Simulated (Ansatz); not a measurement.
The cluster Na3Li⁻. Total charge -1; doublet. Geometry PBE0/def2-TZVPD.

```csv
atom,x (Å),y (Å),z (Å)
Li1,-0.3404,-0.9432,-1.0873
Na2,0.4287,1.1807,1.3647
Na3,-2.3572,-1.0960,1.4333
Na4,2.2689,0.8585,-1.7107
```

B3LYP takes the VWN-RPA correlation. At LDA (SPW92)/def2-TZVPD, PBE/def2-TZVPD, r2SCANh/def2-TZVPD, B3LYP/def2-TZVPD and others the highest occupied level of the charge -1 doublet lies above zero (up to 0.42 eV). By energy differences its removal costs 0.89 eV (vertical, to the charge 0 singlet, at PBE0/def2-TZVPD). At r2SCANh/def2-TZVPD the charge -1 doublet is spin-contaminated (final ⟨S²⟩ up to 1.08, 0.75 for a pure state). The structure comes from a short search, and lower isomers may exist.

Question: Estimate the α-spin orbital energies around the gap (eV) in Ansatz with LDA (SPW92)/def2-TZVPD, PBE/def2-TZVPD, r2SCANh/def2-TZVPD, B3LYP/def2-TZVPD, PBE0/def2-SVPD.

Answer: 
```
orbital  LDA (SPW92)/def2-TZVPD  PBE/def2-TZVPD  r2SCANh/def2-TZVPD  B3LYP/def2-TZVPD  PBE0/def2-SVPD
 HOMO−9                  -25.01          -24.89              -27.28            -27.78          -28.39
 HOMO−8                  -24.87          -24.76              -27.22            -27.56          -28.18
 HOMO−7                  -24.87          -24.76              -27.21            -27.56          -28.18
 HOMO−6                  -24.87          -24.75              -27.21            -27.56          -28.18
 HOMO−5                  -24.87          -24.75              -27.17            -27.56          -28.18
 HOMO−4                  -24.86          -24.75              -27.16            -27.56          -28.18
 HOMO−3                  -24.86          -24.75              -27.16            -27.56          -28.18
 HOMO−2                   -0.94           -0.87               -1.24             -1.33           -1.49
 HOMO−1                    0.02            0.09               -0.16             -0.18           -0.29
   HOMO                    0.42            0.40                0.10              0.19            0.04
   LUMO                    1.01            1.07                1.34              1.35            1.46
 LUMO+1                    1.13            1.18                1.34              1.58            1.60
 LUMO+2                    1.39            1.40                1.58              1.69            1.82
 LUMO+3                    1.44            1.45                1.63              1.70            1.85
 LUMO+4                    1.52            1.55                1.77              1.77            2.12
 LUMO+5                    1.74            1.77                2.07              1.97            2.31
 β HOMO                    0.11            0.17               -0.06             -0.12           -0.19
 β LUMO                    0.80            0.95                1.28              1.23            1.37
```
